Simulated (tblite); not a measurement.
Torsional barriers computed with GFN2-xTB (tblite), climbing-image nudged elastic band, gas phase; electronic energies of the top image counted from the start geometry. The bands met a force threshold of 0.05 eV/Å; their tops weren't refined or checked by frequencies and can lie a kcal/mol or more above the method's true saddle points. Atom numbers follow the mapped SMILES.

Question: Rank the forward barriers of these bands, lowest first.
A. `[CH3:1][CH:2]([CH3:3])[CH:4]([CH3:5])[CH3:6]`: C3–C2–C4–C5 from 68° to -174°
B. `[CH3:1][CH2:2][CH2:3][CH:4]([CH3:5])[CH3:6]`: C2–C3–C4–C6 from -64° to 62°
C. `[CH3:1][CH2:2][C:3]([CH3:4])([CH3:5])[CH3:6]`: C1–C2–C3–C5 from -61° to 61°
D. `[F:1][CH:2]([F:3])[O:4][C@:5]12[CH2:6][C@H:7]1[CH2:8]2`: F3–C2–O4–C5 from -83° to 58°

Answer: D (1.4 kcal/mol), A (2.6 kcal/mol), C (3.5 kcal/mol), B (4.5 kcal/mol).

```json
{"SMILES": "FC(F)O[C@]12C[C@H]1C2", "ends of the turned bond": "CHF2 carbon / ether oxygen", "barrier (kcal/mol)": "1.4", "end above start (kcal/mol)": "-3.4", "dihedral at top (°)": "-29", "bond at start (Å)": "1.354", "bond at top (Å)": "1.363", "Eyring rate at 298 K (s⁻¹)": "6 × 10^11"}
{"SMILES": "CC(C)C(C)C", "ends of the turned bond": "sp3 CH carbon / sp3 CH carbon", "barrier (kcal/mol)": "2.6", "end above start (kcal/mol)": "0.0", "dihedral at top (°)": "126", "bond at start (Å)": "1.542", "bond at top (Å)": "1.554", "Eyring rate at 298 K (s⁻¹)": "7 × 10^10"}
{"SMILES": "CCC(C)(C)C", "ends of the turned bond": "chain CH2 carbon / quaternary sp3 carbon", "barrier (kcal/mol)": "3.5", "end above start (kcal/mol)": "0.0", "dihedral at top (°)": "1", "bond at start (Å)": "1.540", "bond at top (Å)": "1.554", "Eyring rate at 298 K (s⁻¹)": "2 × 10^10"}
{"SMILES": "CCCC(C)C", "ends of the turned bond": "chain CH2 carbon / sp3 CH carbon", "barrier (kcal/mol)": "4.5", "end above start (kcal/mol)": "0.7", "dihedral at top (°)": "1", "bond at start (Å)": "1.533", "bond at top (Å)": "1.552", "Eyring rate at 298 K (s⁻¹)": "3 × 10^9"}
```

Rates take the electronic barrier for the free energy of activation. GFN2-xTB barriers can miss by several kcal/mol, and conformer orders can be wrong, so the ranking may change at better levels.
